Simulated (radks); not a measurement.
Ir68+, configuration [He] 2s2 2p5 (the NIST ground configuration). Method: non-relativistic Kohn-Sham, LDA (Slater exchange, Perdew-Wang correlation), spin-unpolarised, spherical densities, point nucleus; relativity is left out, which matters for an element this heavy; computed with a radial shooting solver on a logarithmic mesh with Libxc functionals.

Radial electron density D(r) = 4 pi r^2 rho(r):

```
   r/bohr * D(r) (the largest magnitude, 96.7, reaches the edge; | marks zero)
 0.001875 |     *
 0.002272 |       *
 0.002753 |          *
 0.003336 |              *
 0.004042 |                   *
 0.004897 |                         *
 0.005934 |                               *
  0.00719 |                                      *
 0.008711 |                                             *
  0.01056 |                                                  *
  0.01279 |                                                     *
  0.01537 |                                                    *
  0.01863 |                                                 *
  0.02257 |                                             *
  0.02735 |                                         *
  0.03314 |                                         *
  0.04015 |                                             *
  0.04865 |                                                   *
  0.05895 |                                                      *
  0.07142 |                                                 *
  0.08654 |                                     *
   0.1049 |                      *
   0.1271 |         *
    0.154 |  *
   0.1865 |*
    0.226 *
   0.2739 *
```

D(r) has 2 maxima, at r = 0.0139, 0.0585 bohr, and minima at 0.0303 bohr, inside which lie 2.16 electrons.
